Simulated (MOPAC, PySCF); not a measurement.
[Ti(Cl)2(OH)2], neutral singlet in the gas phase. 

Cartesian coordinates (Å):
```xyz
7

Ti     0.1891     0.1491    -0.0775
Cl     2.3174    -0.3861     0.2235
Cl    -0.0047     1.7871    -1.5564
O     -0.6812    -1.2626    -0.6640
H     -1.3511    -1.9549    -0.5347
O     -0.4933     0.6716     1.4562
H     -1.1445     0.5885     2.1728
```
Charge 0, spin multiplicity 1.

All levels are single points at this geometry (BP86-D3(BJ)/def2-SVP); Pople sets use spherical d functions. Orbital energies aren't observables, and empty levels follow the basis.

```csv
level,HOMO (eV),LUMO (eV),gap (eV),dipole (D),"vertical IE, Delta-SCF (eV)"
TPSSh-D3(BJ)/def2-TZVP in PySCF,-8.10,-3.06,5.04,4.72,–
B3LYP/6-31G* (LANL2DZ on Ti) in PySCF,-8.52,-2.97,5.54,5.40,10.79
BP86/6-31G* (LANL2DZ on Ti) in PySCF,-7.52,-3.59,3.92,5.38,–
PBE/6-31G* (LANL2DZ on Ti) in PySCF,-7.41,-3.49,3.92,5.38,–
HF/6-31G* (LANL2DZ on Ti) in PySCF,-12.20,0.56,12.75,5.69,–
PM7 in MOPAC,-10.63,-1.13,9.50,3.94,–
```
